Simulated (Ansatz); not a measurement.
The cluster Cs₂Br₃⁻. Charge -1, multiplicity 1. Geometry PBE-D4/def2-SVPD.

```xyz
5

Cs   -0.6713   -1.2909   -1.3748
Cs    0.6713    1.2910    1.3748
Br    2.6141   -1.1553   -0.1918
Br   -0.7272    2.1878   -1.6998
Br   -1.8869   -1.0325    1.8916
```

In the def2 sets Cs takes a core potential; there is no spin–orbit coupling. B3LYP takes the VWN-RPA correlation. The structure comes from a short search, and lower isomers may exist.

(1) Estimate the orbital energies around the gap (eV) in Ansatz with HF/def2-TZVPD, r2SCAN-D4/def2-TZVPD, B3LYP-D4/def2-TZVPD, PBE0-D4/def2-TZVPD, ωB97X-V/def2-TZVPD.

Results:

(1) 
```
orbital  HF/def2-TZVPD  r2SCAN-D4/def2-TZVPD  B3LYP-D4/def2-TZVPD  PBE0-D4/def2-TZVPD  ωB97X-V/def2-TZVPD
 HOMO−5          -6.01                 -2.34                -3.01               -3.26               -5.57
 HOMO−4          -5.94                 -2.30                -2.96               -3.21               -5.51
 HOMO−3          -5.94                 -2.30                -2.96               -3.21               -5.51
 HOMO−2          -5.87                 -2.20                -2.87               -3.12               -5.43
 HOMO−1          -5.87                 -2.20                -2.87               -3.12               -5.43
   HOMO          -5.72                 -2.07                -2.73               -2.98               -5.27
   LUMO           2.15                  1.95                 1.65                1.83                2.26
 LUMO+1           2.36                  1.96                 1.71                1.86                2.45
 LUMO+2           3.00                  2.66                 2.45                2.58                3.09
 LUMO+3           3.00                  2.66                 2.45                2.58                3.09
 LUMO+4           3.02                  2.73                 2.52                2.65                3.11
 LUMO+5           3.02                  2.73                 2.52                2.65                3.11
```
